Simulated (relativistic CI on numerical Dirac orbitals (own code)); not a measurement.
**Calculated levels, Hg XXXI**

Computed by Dirac-Coulomb-Breit CI, separate exchange-only KLI orbitals for each configuration, model QED, unscaled Slater integrals (own radial code, finite nucleus).

Configuration list (outside the closed core [Ar] 3d10 4p6): 4s²4d¹⁰4f⁴, 4s²4d¹⁰4f³5s, 4s²4d¹⁰4f³5p, 4s²4d¹⁰4f²5s², 4s²4d¹⁰4f²5s5p, 4s²4d¹⁰4f³5d, 4s²4d¹⁰4f²5p², 4s²4d¹⁰4f²5s5d, 4s4d¹⁰4f⁵, 4s²4d⁹4f³5s², 4s²4d¹⁰4f³5f, 4s²4d¹⁰4f³6s, 4s²4d¹⁰4f³6p. Levels of other configurations are missing.

The lowest level is 4s²4d¹⁰4f⁴ ⁵I4, with 72 % of that term; Hund's rules for 4s²4d¹⁰4f⁴ give ⁵I with J = 4, in agreement.

```tsv
No.	Configuration	Term	J	E (cm⁻¹)	%	Lifetime (s)	jj configuration (%)
1	4s²4d¹⁰4f⁴	⁵I	4	0.0	72		4f5/2^4 (69)
2	4s²4d¹⁰4f⁴	⁵I	5	27313.3	87	9.64e-04	4f5/2^3 4f7/2 (83)
3	4s²4d¹⁰4f⁴	⁵F	2	44170.6	26	1.73e+01	4f5/2^4 (87)
4	4s²4d¹⁰4f⁴	⁵I	6	47254.6	78	2.18e-03	4f5/2^3 4f7/2 (49)
5	4s²4d¹⁰4f⁴	⁵I	7	60189.5	51	1.10e-02	4f5/2^3 4f7/2 (57)
6	4s²4d¹⁰4f⁴	³G	4	60504.7	28	5.50e-04	4f5/2^3 4f7/2 (65)
7	4s²4d¹⁰4f⁴	⁵F	1	61217.3	74	5.40e-03	4f5/2^3 4f7/2 (92)
8	4s²4d¹⁰4f⁴	³K	8	69325.7	34	6.14e-02	4f5/2^3 4f7/2 (68)
9	4s²4d¹⁰4f⁴	⁵F	3	70770.4	52	2.04e-03	4f5/2^3 4f7/2 (90)
10	4s²4d¹⁰4f⁴	⁵G	2	74982.8	53	2.72e-03	4f5/2^3 4f7/2 (86)
11	4s²4d¹⁰4f⁴	⁵G	3	78591.3	51	8.61e-04	4f5/2^3 4f7/2 (94)
12	4s²4d¹⁰4f⁴	⁵S	2	79491.5	47	3.27e-03	4f5/2^3 4f7/2 (73)
13	4s²4d¹⁰4f⁴	³K	6	85949.5	73	3.51e-04	4f5/2^2 4f7/2^2 (64)
14	4s²4d¹⁰4f⁴	³G	5	90169.4	31	9.57e-04	4f5/2^3 4f7/2 (61)
15	4s²4d¹⁰4f⁴	³L	7	92321.1	51	5.31e-04	4f5/2^2 4f7/2^2 (45)
16	4s²4d¹⁰4f⁴	⁵F	4	97746.1	65	6.34e-04	4f5/2^2 4f7/2^2 (69)
17	4s²4d¹⁰4f⁴	³M	8	99511.8	41	8.29e-04	4f5/2^2 4f7/2^2 (47)
18	4s²4d¹⁰4f⁴	⁵D	0	111108.0	51	2.97e-01	4f5/2^4 (77)
19	4s²4d¹⁰4f⁴	⁵G	4	111892.8	61	2.81e-04	4f5/2^2 4f7/2^2 (81)
20	4s²4d¹⁰4f⁴	⁵F	2	113998.1	35	3.50e-04	4f5/2^2 4f7/2^2 (84)
21	4s²4d¹⁰4f⁴	³G	3	115163.7	50	3.95e-04	4f5/2^2 4f7/2^2 (91)
22	4s²4d¹⁰4f⁴	⁵F	5	118140.3	49	8.25e-04	4f5/2^2 4f7/2^2 (56)
23	4s²4d¹⁰4f⁴	³P	1	122051.6	58	4.49e-04	4f5/2^2 4f7/2^2 (91)
24	4s²4d¹⁰4f⁴	³F	2	122721.3	34	4.56e-04	4f5/2^2 4f7/2^2 (73)
25	4s²4d¹⁰4f⁴	³I	5	124037.2	49	4.37e-04	4f5/2^2 4f7/2^2 (58)
26	4s²4d¹⁰4f⁴	³L	8	126105.3	66	1.10e-03	4f5/2^2 4f7/2^2 (93)
27	4s²4d¹⁰4f⁴	³M	9	126800.5	64	7.72e-04	4f5/2^2 4f7/2^2 (98)
28	4s²4d¹⁰4f⁴	³F	4	128239.9	44	6.24e-04	4f5/2^2 4f7/2^2 (64)
29	4s²4d¹⁰4f⁴	³D	3	130335.4	42	9.27e-04	4f5/2^2 4f7/2^2 (80)
30	4s²4d¹⁰4f⁴	⁵G	6	131106.7	49	9.45e-04	4f5/2^2 4f7/2^2 (57)
31	4s²4d¹⁰4f⁴	⁵G	5	131347.7	45	5.99e-04	4f5/2^2 4f7/2^2 (60)
32	4s²4d¹⁰4f⁴	⁵D	1	131880.0	79	2.03e-03	4f5/2^3 4f7/2 (86)
33	4s²4d¹⁰4f⁴	³P	0	133257.3	87	1.56e-03	4f5/2^2 4f7/2^2 (95)
34	4s²4d¹⁰4f⁴	³K	7	137575.7	53	2.13e-04	4f5/2 4f7/2^3 (74)
35	4s²4d¹⁰4f⁴	³I	6	138614.8	51	1.22e-03	4f5/2^2 4f7/2^2 (75)
36	4s²4d¹⁰4f⁴	³F	2	138859.6	48	2.20e-04	4f5/2^2 4f7/2^2 (92)
37	4s²4d¹⁰4f⁴	³F	4	138878.2	38	7.27e-04	4f5/2^3 4f7/2 (58)
38	4s²4d¹⁰4f⁴	³M	8	143434.0	34	2.88e-04	4f5/2 4f7/2^3 (51)
39	4s²4d¹⁰4f⁴	³I	7	146746.4	58	7.51e-04	4f5/2^2 4f7/2^2 (80)
40	4s²4d¹⁰4f⁴	⁵D	2	148336.9	76	1.49e-03	4f5/2^2 4f7/2^2 (57)
41	4s²4d¹⁰4f⁴	³M	10	151768.7	79	5.24e-03	4f5/2^2 4f7/2^2 (75)
42	4s²4d¹⁰4f⁴	³H	6	152219.3	51	4.81e-04	4f5/2^2 4f7/2^2 (52)
43	4s²4d¹⁰4f⁴	³G	4	153834.6	55	2.83e-04	4f5/2 4f7/2^3 (61)
44	4s²4d¹⁰4f⁴	⁵D	3	158123.8	39	7.74e-04	4f5/2^2 4f7/2^2 (55)
45	4s²4d¹⁰4f⁴	³K	6	165918.9	33	5.30e-04	4f5/2 4f7/2^3 (39)
```

Energies count from the lowest computed level; lifetimes are radiative, by E1, M1, E2, M2 decay to levels of this space only. Filled j subshells are mostly left out of the jj labels.

The mean weight of the leading LS term, summed over parents, in these 45 levels is 53 %, and that of the leading jj configuration (from the same eigenvectors) 71 %, so jj coupling describes them better and the LS labels are nominal.

At this charge energies of transitions that change n are usually good to better than 1 %, and those within a shell (Δn = 0) to a few per cent. Terms inside the open d or f shell come out 10 to 20 % too wide with unscaled integrals.

LS names give the leading component of a level, which can be under half, so a name can repeat, a term be missing and a line seem to break the LS rules.
